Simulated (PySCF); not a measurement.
Telling isomers of C$_{6}$H$_{14}$BP apart by NMR

[PySCF: PBE0-D3(BJ)/def2-SVP geometry; PBE0/pcSseg-1 with gauge-including orbitals; one computed conformer; equivalent nuclei averaged; non-relativistic Hamiltonian; no solvent model]

Shifts are taken against calculated references (same method and geometry level): ¹H, ¹³C against TMS. Splittings of carbon signals by F and P are missing where no couplings were computed. Where no couplings were computed, multiplicities follow the n + 1 count of equivalent neighbours, and m marks all less simple cases (inequivalent or close neighbours, rings, F or P nearby). Couplings to H on boron are left out. Carbons bonded to boron are broad in practice. Shifts are as computed. Against solution values, carbons near 30 ppm lie about +2 ppm off and those near 130 ppm about +5 ppm. Of 1313 compounds with measured shifts, 239 miss one by over three times the rms of a fit or turn the order of signals round; such compounds aren't used in these exercises.

(1) Tabulate the signals of `[BH3-][P@+]12CC[C@H](CC1)C2`, `[BH3-][P+]1(C(C)(C)C)C=C1` and their relative energies.

(2) What is the quickest way to tell [BH3-][P@+]12CC[C@H](CC1)C2 from [BH3-][P+]1(C(C)(C)C)C=C1?

## Answers

(1) 
```tsv
SMILES	carbon types	δC	δH	E rel. (kcal/mol)
[BH3-][P@+]12CC[C@H](CC1)C2	1×CH 5×CH2	39.6, 33.8, 32.1, 23.8	2.25 (m, 1H), 1.64 (m, 2H), 1.52 (m, 2H), 1.47 (m, 2H), 1.20 (m, 2H), 1.19 (m, 2H), 1.01 (br, 3H)	0.0
[BH3-][P+]1(C(C)(C)C)C=C1	1×C 2×CH 3×CH3	143.3, 33.9, 28.9	8.54 (m, 2H), 1.05 (br, 3H), 0.99 (m, 9H)	58.3
```

Energies are electronic energies at PBE0/pcSseg-1 on these geometries, without zero-point or thermal terms, each for the one conformer computed, which needn't be the lowest.

(2) Count the carbon signals: 4 against 3. The first has an sp3 CH in a ring at 39.6 ppm, the second an alkene CH at 143.3 ppm. In the proton spectra the most deshielded non-exchanging signals are 2.25 (m, 1H) and 8.54 (m, 2H).
